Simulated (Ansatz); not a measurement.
Steps of a relaxation of `C[O][Sn]([CH3])([SH])[Cl]` with RKS PBE0-D4/def2-TZVP.

```sh
$ ansatz run in.yaml --threads 2 --pin off --events-out ev --progress --plain --max-ram 22528MiB --backend cuda --devices 0, --max-vram 18GiB
```

```yaml
crystal:
  periodic: [false, false, false]
  atoms:
    - {symbol: C, position_ang: [-2.013810, 0.457030, -0.913330]}
    - {symbol: O, position_ang: [-1.161620, 0.698750, 0.166040]}
    - {symbol: Sn, position_ang: [0.432420, -0.461230, 0.708240]}
    - {symbol: C, position_ang: [2.223000, -0.128310, -0.578110]}
    - {symbol: S, position_ang: [0.608850, 0.162220, 3.034280]}
    - {symbol: Cl, position_ang: [-0.310210, -2.662740, 0.485690]}
    - {symbol: H, position_ang: [-2.822470, 1.185650, -0.832510]}
    - {symbol: H, position_ang: [-2.447160, -0.544600, -0.882070]}
    - {symbol: H, position_ang: [-1.511920, 0.596430, -1.873640]}
    - {symbol: H, position_ang: [2.226040, 0.914730, -0.871800]}
    - {symbol: H, position_ang: [2.145590, -0.780680, -1.439800]}
    - {symbol: H, position_ang: [3.098730, -0.368520, 0.011960]}
    - {symbol: H, position_ang: [-0.467430, 0.931290, 2.985060]}
basis:
  gaussian: {orbitals: def2-TZVP}
hamiltonian: {xc: pbe0, dispersion: d4}
relax: {f_tol: 0.005, max_steps: 150}
```

Positions (Å) and forces (eV/Å) along the path, 11 of 25 steps:

```xyz
13
step=1 energy=-33417.1864 eV
C    -2.014    0.457   -0.913    0.068   -0.061    0.112
O    -1.162    0.699    0.166    1.436   -0.613    0.798
Sn    0.432   -0.461    0.708   -0.531    1.179   -0.743
C     2.223   -0.128   -0.578   -0.989   -0.246    0.736
S     0.609    0.162    3.034    0.613   -0.480   -0.278
Cl   -0.310   -2.663    0.486    0.073    0.045   -0.013
H    -2.822    1.186   -0.833   -0.136    0.020   -0.136
H    -2.447   -0.545   -0.882   -0.095   -0.150   -0.073
H    -1.512    0.596   -1.874    0.009    0.005   -0.206
H     2.226    0.915   -0.872   -0.039    0.163   -0.005
H     2.146   -0.781   -1.440   -0.054   -0.110   -0.105
H     3.099   -0.369    0.012    0.158   -0.036    0.101
H    -0.467    0.931    2.985   -0.513    0.285   -0.187
13
step=3 energy=-33417.3586 eV
C    -1.950    0.442   -0.890   -0.138    0.069   -0.054
O    -1.090    0.737    0.183   -0.093    0.053   -0.068
Sn    0.424   -0.389    0.661   -0.204    0.004    0.228
C     2.131   -0.133   -0.548    0.091    0.028   -0.051
S     0.661    0.186    2.953   -0.300    0.281    0.229
Cl   -0.294   -2.600    0.423   -0.015   -0.011   -0.020
H    -2.785    1.148   -0.846    0.017   -0.035   -0.025
H    -2.364   -0.572   -0.837    0.034   -0.009    0.025
H    -1.461    0.563   -1.865    0.033   -0.006   -0.003
H     2.189    0.914   -0.845    0.034   -0.019    0.000
H     2.041   -0.776   -1.421    0.030   -0.002   -0.016
H     3.010   -0.408    0.034    0.043    0.007   -0.050
H    -0.511    0.890    2.997    0.467   -0.359   -0.195
13
step=4 energy=-33417.3800 eV
C    -1.955    0.439   -0.894   -0.079    0.013   -0.042
O    -1.103    0.742    0.182    0.041    0.016    0.046
Sn    0.417   -0.380    0.681   -0.053    0.022    0.029
C     2.131   -0.128   -0.542   -0.026    0.000    0.014
S     0.677    0.185    2.977   -0.139    0.117    0.018
Cl   -0.307   -2.589    0.434   -0.011    0.001   -0.009
H    -2.793    1.142   -0.861    0.011   -0.020   -0.017
H    -2.363   -0.577   -0.837    0.019   -0.008    0.012
H    -1.458    0.556   -1.866    0.022   -0.003   -0.002
H     2.205    0.920   -0.828    0.011    0.000    0.004
H     2.026   -0.757   -1.425    0.010   -0.002   -0.009
H     3.013   -0.423    0.024    0.021   -0.003   -0.016
H    -0.491    0.868    2.954    0.174   -0.133   -0.028
13
step=8 energy=-33417.3871 eV
C    -1.942    0.427   -0.909   -0.017    0.001   -0.021
O    -1.116    0.771    0.179    0.014   -0.005    0.016
Sn    0.409   -0.340    0.691    0.010    0.000    0.012
C     2.117   -0.123   -0.547   -0.010   -0.002   -0.014
S     0.731    0.264    2.966   -0.005    0.006    0.003
Cl   -0.346   -2.544    0.479    0.001    0.017    0.002
H    -2.793    1.113   -0.911    0.005   -0.006   -0.003
H    -2.326   -0.596   -0.833   -0.005   -0.003   -0.001
H    -1.423    0.530   -1.871    0.000    0.002   -0.002
H     2.256    0.934   -0.773   -0.001    0.004    0.001
H     1.960   -0.689   -1.464    0.003    0.003   -0.006
H     2.991   -0.506   -0.022    0.003   -0.010    0.005
H    -0.518    0.761    3.014    0.001   -0.007    0.008
13
step=14 energy=-33417.3890 eV
C    -1.930    0.418   -0.931    0.006   -0.001    0.008
O    -1.131    0.775    0.174   -0.002   -0.001    0.004
Sn    0.407   -0.307    0.706    0.018   -0.019   -0.006
C     2.101   -0.120   -0.557    0.013    0.013   -0.006
S     0.764    0.333    2.967   -0.092    0.027   -0.006
Cl   -0.340   -2.518    0.552   -0.010   -0.002    0.001
H    -2.790    1.093   -0.952    0.001    0.000   -0.002
H    -2.303   -0.610   -0.862    0.003    0.001    0.000
H    -1.393    0.527   -1.883    0.001   -0.001    0.000
H     2.305    0.939   -0.717    0.007   -0.027   -0.004
H     1.886   -0.613   -1.505    0.005    0.018    0.026
H     2.958   -0.597   -0.080   -0.032    0.014   -0.016
H    -0.534    0.680    3.087    0.082   -0.020    0.000
13
step=15 energy=-33417.3892 eV
C    -1.923    0.411   -0.930   -0.018    0.018    0.003
O    -1.130    0.779    0.176   -0.061    0.027   -0.038
Sn    0.405   -0.302    0.705    0.050   -0.038    0.054
C     2.096   -0.114   -0.558    0.017   -0.002   -0.016
S     0.764    0.338    2.964    0.002    0.003    0.000
Cl   -0.354   -2.510    0.554    0.002   -0.003   -0.001
H    -2.780    1.089   -0.968    0.006   -0.006    0.009
H    -2.301   -0.614   -0.848   -0.004    0.000   -0.003
H    -1.380    0.504   -1.879    0.010   -0.001   -0.007
H     2.320    0.943   -0.697   -0.001    0.001    0.002
H     1.869   -0.582   -1.515    0.007    0.002   -0.003
H     2.945   -0.617   -0.096   -0.007   -0.002   -0.004
H    -0.532    0.674    3.092   -0.002    0.001    0.003
13
step=17 energy=-33417.3898 eV
C    -1.923    0.409   -0.937    0.005    0.001    0.004
O    -1.138    0.772    0.176    0.009   -0.010    0.002
Sn    0.406   -0.300    0.712   -0.013    0.007   -0.008
C     2.092   -0.113   -0.560    0.020   -0.004   -0.014
S     0.769    0.364    2.963   -0.013    0.005    0.009
Cl   -0.340   -2.513    0.582   -0.002    0.003   -0.001
H    -2.779    1.088   -0.978    0.000   -0.001   -0.001
H    -2.302   -0.617   -0.862   -0.001   -0.001   -0.003
H    -1.372    0.505   -1.882   -0.003   -0.001    0.001
H     2.344    0.942   -0.666   -0.004   -0.021    0.002
H     1.845   -0.542   -1.531    0.006    0.012    0.019
H     2.931   -0.655   -0.123   -0.021    0.012   -0.010
H    -0.535    0.661    3.106    0.014   -0.002   -0.001
13
step=19 energy=-33417.3899 eV
C    -1.921    0.403   -0.939    0.000    0.001    0.002
O    -1.141    0.769    0.177    0.005   -0.002    0.001
Sn    0.405   -0.298    0.715   -0.002    0.009   -0.002
C     2.090   -0.111   -0.560    0.017   -0.005   -0.013
S     0.771    0.372    2.965    0.003   -0.003   -0.004
Cl   -0.340   -2.512    0.590    0.001   -0.002    0.000
H    -2.777    1.081   -0.984   -0.001    0.000   -0.001
H    -2.299   -0.623   -0.865    0.001   -0.001   -0.001
H    -1.366    0.499   -1.882    0.000    0.000    0.001
H     2.366    0.941   -0.636   -0.006   -0.025    0.003
H     1.828   -0.504   -1.543    0.008    0.012    0.023
H     2.917   -0.686   -0.144   -0.020    0.015   -0.012
H    -0.532    0.669    3.107   -0.006    0.003    0.003
13
step=20 energy=-33417.3900 eV
C    -1.920    0.400   -0.939   -0.005    0.000   -0.001
O    -1.142    0.766    0.178    0.001   -0.003   -0.004
Sn    0.406   -0.298    0.715    0.001    0.009    0.013
C     2.089   -0.111   -0.561    0.009    0.000   -0.007
S     0.766    0.375    2.965    0.018   -0.002    0.002
Cl   -0.332   -2.514    0.596   -0.002   -0.003   -0.005
H    -2.779    1.076   -0.983   -0.004    0.001   -0.002
H    -2.296   -0.627   -0.867    0.001    0.000    0.001
H    -1.366    0.499   -1.882    0.002    0.001    0.000
H     2.383    0.937   -0.613   -0.005   -0.022    0.000
H     1.818   -0.476   -1.552    0.008    0.008    0.019
H     2.907   -0.710   -0.161   -0.014    0.011   -0.010
H    -0.535    0.682    3.105   -0.010    0.000   -0.007
13
step=21 energy=-33417.3899 eV rejected
C    -1.920    0.397   -0.939   -0.007   -0.005   -0.004
O    -1.144    0.765    0.178   -0.002    0.005    0.007
Sn    0.405   -0.295    0.718    0.021   -0.010   -0.008
C     2.088   -0.112   -0.559    0.013    0.016   -0.010
S     0.768    0.380    2.967   -0.003   -0.003   -0.007
Cl   -0.326   -2.513    0.591   -0.008   -0.004    0.006
H    -2.782    1.069   -0.984   -0.003    0.002   -0.001
H    -2.292   -0.632   -0.868    0.002    0.001    0.002
H    -1.366    0.498   -1.882    0.003    0.001    0.000
H     2.398    0.933   -0.591   -0.001   -0.030   -0.005
H     1.808   -0.453   -1.556    0.009    0.009    0.028
H     2.897   -0.731   -0.174   -0.021    0.016   -0.010
H    -0.532    0.695    3.100   -0.004    0.002    0.004
13
step=25 energy=-33417.3901 eV
C    -1.921    0.397   -0.938   -0.001    0.000   -0.001
O    -1.143    0.765    0.177    0.000    0.000    0.000
Sn    0.406   -0.297    0.716    0.000    0.000    0.000
C     2.090   -0.111   -0.559    0.000    0.000    0.000
S     0.766    0.378    2.965   -0.001    0.000    0.000
Cl   -0.331   -2.514    0.593    0.000    0.000    0.000
H    -2.784    1.066   -0.979    0.000    0.000    0.000
H    -2.290   -0.633   -0.868    0.000    0.000    0.000
H    -1.369    0.501   -1.882    0.000    0.000    0.000
H     2.402    0.932   -0.590    0.000    0.000    0.000
H     1.811   -0.451   -1.556    0.000    0.000    0.000
H     2.898   -0.731   -0.174    0.000    0.000    0.000
H    -0.534    0.698    3.096    0.001    0.000    0.000
```

Run time 2.6 min (2 threads of an AMD EPYC 7R13 on a shared host and a share of an NVIDIA H100 80 GB); peak host memory 0.98 GiB.
